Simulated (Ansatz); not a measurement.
Cost and result for the atomization energy of CH₇ClOSi₂, SMILES `[SiH3]O[SiH2]CCl` (12 atoms, 11 bonds).

| atom | x (Å) | y (Å) | z (Å) |
| --- | --- | --- | --- |
| Si1 | -1.457 | 0.828 | -1.296 |
| O2 | 0.072 | 0.873 | -0.700 |
| Si3 | 1.262 | -0.025 | -0.045 |
| C4 | 0.691 | -0.753 | 1.589 |
| Cl5 | -0.766 | -1.748 | 1.294 |
| H6 | -1.708 | -0.463 | -1.986 |
| H7 | -2.437 | 1.008 | -0.197 |
| H8 | -1.592 | 1.944 | -2.265 |
| H9 | 2.429 | 0.859 | 0.206 |
| H10 | 1.639 | -1.139 | -0.950 |
| H11 | 1.448 | -1.399 | 2.037 |
| H12 | 0.420 | 0.016 | 2.314 |

The species carries charge 0 and has multiplicity 1. The geometry is a stationary point of PBE0-D4/def2-TZVP. It is one conformer, not always the lowest. Program: Ansatz. All runs use 4 threads of an Arm Neoverse V1 on a shared host. Times are those of one run each, without the atoms' runs, and a repeat can differ threefold. Electronic energies, without spin–orbit coupling; frozen cores. CCSD(T)/CBS adds CCSD(T) − MP2 in def2-TZVPP to the MP2 limit, and its time is that of the two runs behind it. T1 = 0.011. B3LYP takes the VWN-RPA correlation (the form of Gaussian; ORCA's B3LYP/G). HSE06 is the plane-wave form, built on full-range PBE exchange.

CCSD(T)/CBS is a level of theory with its own doubt, some kJ/mol a heavy atom from the limit and from the frozen cores, so smaller differences don't rank the functionals.

```json
{"level": "LDA (SPW92)/def2-TZVPP", "functions": "286", "wall time": "1.8 s", "atomization (kJ/mol)": "4582.7", "difference from CCSD(T)/CBS": "475.5", "per bond": "43.2"}
{"level": "BLYP-D4/def2-TZVPP", "functions": "286", "wall time": "2.8 s", "atomization (kJ/mol)": "4049.9", "difference from CCSD(T)/CBS": "-57.3", "per bond": "-5.2"}
{"level": "revPBE-D4/def2-TZVPP", "functions": "286", "wall time": "2.9 s", "atomization (kJ/mol)": "4008.5", "difference from CCSD(T)/CBS": "-98.7", "per bond": "-9.0"}
{"level": "BHLYP-D4/def2-TZVPP", "functions": "286", "wall time": "4.6 s", "atomization (kJ/mol)": "4010.5", "difference from CCSD(T)/CBS": "-96.7", "per bond": "-8.8"}
{"level": "PBE0-D4/def2-TZVPP", "functions": "286", "wall time": "4.6 s", "atomization (kJ/mol)": "4052.4", "difference from CCSD(T)/CBS": "-54.8", "per bond": "-5.0"}
{"level": "HSE06-D4/def2-TZVPP", "functions": "286", "wall time": "5.5 s", "atomization (kJ/mol)": "4054.3", "difference from CCSD(T)/CBS": "-52.9", "per bond": "-4.8"}
{"level": "CCSD(T)/def2-SVP", "functions": "117", "wall time": "6.5 s", "atomization (kJ/mol)": "3807.3", "difference from CCSD(T)/CBS": "-299.9", "per bond": "-27.3"}
{"level": "r2SCAN-D4/def2-TZVPP (with forces)", "functions": "286", "wall time": "7 s", "atomization (kJ/mol)": "4093.1", "difference from CCSD(T)/CBS": "-14.1", "per bond": "-1.3"}
{"level": "B3LYP-D4/def2-TZVPP (with forces)", "functions": "286", "wall time": "7.5 s", "atomization (kJ/mol)": "4080.9", "difference from CCSD(T)/CBS": "-26.3", "per bond": "-2.4"}
{"level": "B2PLYP/def2-TZVPP", "functions": "286", "wall time": "8 s", "atomization (kJ/mol)": "4037.4", "difference from CCSD(T)/CBS": "-69.8", "per bond": "-6.3"}
{"level": "MP2/def2-QZVPP", "functions": "534", "wall time": "32 s", "atomization (kJ/mol)": "4104.7", "difference from CCSD(T)/CBS": "-2.5", "per bond": "-0.2"}
{"level": "CCSD(T)/def2-TZVPP", "functions": "286", "wall time": "4.4 min", "atomization (kJ/mol)": "3993.5", "difference from CCSD(T)/CBS": "-113.7", "per bond": "-10.3"}
{"level": "CCSD(T)/CBS(def2)", "functions": "–", "wall time": "4.9 min", "atomization (kJ/mol)": "4107.2", "difference from CCSD(T)/CBS": "0.0", "per bond": "0.0"}
```

From r2SCAN to r2SCAN0 (25 % exact exchange), in def2-TZVPP and without D4, the atomization energy moves by −46.5 kJ/mol: exact exchange takes away binding that semilocal exchange gives to molecules. At CCSD(T), def2-SVP lies −299.9 kJ/mol from the extrapolated value and def2-TZVPP −113.7 kJ/mol: correlation converges slowly with the basis, and small sets miss more of it in the bonded molecule than in its fragments. In def2-TZVPP, CCSD(T) changes the Hartree–Fock value by +920.3 kJ/mol (the triples alone add +47.9 kJ/mol) and MP2 by +963.0 kJ/mol; breaking electron pairs costs correlation energy, which Hartree–Fock lacks.
